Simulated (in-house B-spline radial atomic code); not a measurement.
**Ionising Ta⁴⁺ with different functionals**

Computed with a radial B-spline atomic code at the basis-set limit: four-component Dirac-Coulomb Hamiltonian, Fermi nucleus of rms radius 5.3507 fm, spin-restricted, spherical fractional occupations for the functionals. The ionisation energy is the difference of two self-consistent energies, [Xe] 4f14 5d1 → [Xe] 4f14, without Breit or QED terms; ε is the level of the shell that loses the electron (mean over j). The electron is taken from both j subshells in proportion to 2j + 1, so the result is a j average, not the step between ground levels.

Hybrids are left out here: with spherical fractional occupations of an open shell their exact exchange keeps a self-interaction that integer-occupation calculations don't have.

| method | rung | ΔSCF (eV) | -ε(5d) (eV) |
| --- | --- | --- | --- |
| LDA VWN5 | LDA | 47.84 | 41.44 |
| relativistic LDA | LDA | 47.85 | 41.45 |
| LDA PW92 | LDA | 47.83 | 41.43 |
| LDA exchange-only | LDA | 46.31 | 39.93 |
| PBE | GGA | 47.52 | 41.11 |
| PBEsol | GGA | ? | ? |
| BLYP | GGA | 47.54 | 41.11 |
| RPBE | GGA | 47.44 | 41.02 |
| PW91 | GGA | 47.63 | 41.21 |
| BP86 | GGA | ? | ? |
| AM05 | GGA | 47.48 | 41.08 |
| OLYP | GGA | 47.61 | 41.13 |

**Question.** What does BP86 give?

**Answer.** ΔSCF 47.52 eV, and -ε(5d) = 41.15 eV.

**Question.** What does PBEsol give?

**Answer.** ΔSCF 47.50 eV, and -ε(5d) = 41.10 eV.

**Question.** How do they compare with the NIST value?

**Answer.** NIST lists 48.27 eV ± 0.025 (semi-empirical, ground level to ground level). Errors run from -1.97 to -0.42 eV; relativistic LDA is closest (-0.42 eV), though others lie within the uncertainty of it, and part of that can be cancellation, since the calculations leave out Breit-QED terms, spin polarisation, the choice among j levels, multiplet and fine-structure energies.
